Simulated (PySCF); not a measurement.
Compound: (H2Ga-mu-I)2.
Bonds: Ga1–I4, Ga1–I8, I4–Ga5, Ga5–I8. Hydrogens: H2, H3 on Ga1; H6, H7 on Ga5.

Level of theory: PBE0-D3(BJ)/def2-SVP geometry optimisation, gas phase, def2 core potentials past Kr in PySCF.

(1) Give the optimised bond lengths and angles.

Answers

(1) 
```json
{"bond": "Ga1–H2 and 3 like bonds", "length (Å)": "1.556"}
{"bond": "Ga1–I4 and 3 like bonds", "length (Å)": "2.716"}
```

Bonds in one row agree within 0.01 Å and their mean is given. A selection of angles:
```json
{"angle": "H2–Ga1–H3", "degrees": "133.0"}
{"angle": "H2–Ga1–I4", "degrees": "105.6"}
{"angle": "I4–Ga1–I8", "degrees": "95.3"}
{"angle": "Ga1–I4–Ga5", "degrees": "84.6"}
```

Torsions: I8–Ga1–I4–Ga5 -2° (synperiplanar); I4–Ga1–I8–Ga5 2° (synperiplanar); Ga1–I4–Ga5–I8 2° (synperiplanar); I4–Ga5–I8–Ga1 -2° (synperiplanar).

I4 (iodine bonded to 2 Ga) is bent (angle 84.6°). Ga1 (gallium bonded to 2 I and 2 H) has angles from 95.3° to 133.0°.

Point group: near D2h, missed by 0.13 Å at most; the miss may be what the optimiser left on a soft mode (C2v holds within 0.08 Å). Whether it is a minimum is left open (no frequencies). The numbers are those of one conformer.
